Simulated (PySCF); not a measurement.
BH₃N, charge +1, multiplicity 1. Atoms are numbered in the order given.

```xyz
5

B      0.0000     0.0000     0.7861
N      0.0000     0.0000    -0.5289
H      0.0000     0.0000     1.9563
H      0.0000    -0.8529    -1.0922
H      0.0000     0.8529    -1.0922
```
Charge +1, spin multiplicity 1.

The structure is a stationary point at TPSSh-D3(BJ)/def2-TZVP. The multiplicity is an assumed one; other spin states were not compared. The isomer is the one that the SMILES or the coordinates give; other isomers of the formula were not compared.

Level of theory: PySCF with ωB97X/def2-TZVPD.

Mulliken values depend strongly on the basis, most of all with diffuse functions as here. ESP charges are fitted to the potential on shells at 1.4 to 2.0 van der Waals radii. Atomic charges (e):

```tsv
atom	ESP fit	Mulliken
B1	___	0.18
N2	___	-0.13
H3	___	0.26
H4	___	0.34
H5	___	0.34
```

Task: Some entries are withheld; supply them. (The exact figures need the calculation; the answer reports its results.)

Result: 
- B1, ESP fit: 0.83
- N2, ESP fit: -0.96
- H3, ESP fit: 0.06
- H4, ESP fit: 0.53
- H5, ESP fit: 0.53
